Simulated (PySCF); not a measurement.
Simulation results for GeH$_{9}$NSi$_{2}$

All values are calculated (PySCF 2.14.0). Calculation on a computer-drawn molecule: optimised geometry and harmonic frequencies of an isolated molecule of the commonest isotopes, restricted reference for singlets and unrestricted otherwise, frozen core in MP2; on germanium a core potential holds 10 electrons, which the energies leave out, and 3d is frozen in MP2 and coupled-cluster steps.

### GeH$_{9}$NSi$_{2}$

Start structure:
```xyz
13
GeH9NSi2
N     -2.3268    -2.2159     1.0685
Si    -2.1314    -1.0944    -0.2095
Si     0.0024    -0.6188    -0.2005
Ge     0.5794     1.0767    -1.8165
H     -1.7242    -3.0234     1.1617
H     -3.2786    -2.4918     1.3706
H     -3.0198     0.0359     0.1709
H     -2.6708    -1.5578    -1.5260
H      0.9615    -1.7653    -0.5334
H      0.6397    -0.0755     1.0745
H      2.0094     1.5188    -1.9253
H     -0.1513     2.3500    -1.6950
H      0.2150     0.6706    -3.2076
```

- charge: 0
- multiplicity: 1
- method: HF
- basis: cc-pV(D+d)Z
- basis and core potential on germanium: cc-pVDZ-PP ECP10MDF
- rotational constants: 8.127, 0.8097, 0.7574 GHz
- total energy: -930.9601 hartree
- convergence status largest gradient component: 3.465e-05 hartree/bohr

Drawn bonds:
```csv
atom,other atom,order
1,2,1
2,3,1
3,4,1
1,5,1
1,6,1
2,7,1
2,8,1
3,9,1
3,10,1
4,11,1
4,12,1
4,13,1
```

Optimised structure:
```xyz
13
GeH9NSi2
N     -2.3878    -2.3229     1.0873
Si    -2.1511    -1.0938    -0.1066
Si     0.1396    -0.5135    -0.1995
Ge     0.5913     1.1073    -1.9249
H     -1.8256    -3.1530     1.0428
H     -3.3289    -2.5690     1.3372
H     -2.9574     0.0831     0.2953
H     -2.5875    -1.4621    -1.4827
H      0.9542    -1.7265    -0.4786
H      0.5833     0.0424     1.1040
H      2.0789     1.4803    -1.9449
H     -0.2216     2.3877    -1.6928
H      0.2171     0.5492    -3.3042
```

Modes:
```csv
frequency (cm⁻¹),reduced mass (dalton)
41.02,3.128
77.52,3.091
84.02,1.261
168.9,2.71
222.2,1.274
346.6,1.097
359.3,3.867
434.9,1.051
441.6,3.675
475.7,1.199
516.6,1.396
618.2,1.308
725.5,1.089
753.4,1.092
780.1,1.104
843.2,2.517
887.2,1.226
905.9,1.207
966.9,1.019
967.5,1.018
993.1,1.156
1028,1.135
1049,1.051
1700,1.105
2204,1.023
2205,1.023
2218,1.012
2251,1.042
2276,1.04
2290,1.04
2303,1.038
3757,1.051
3846,1.094
```
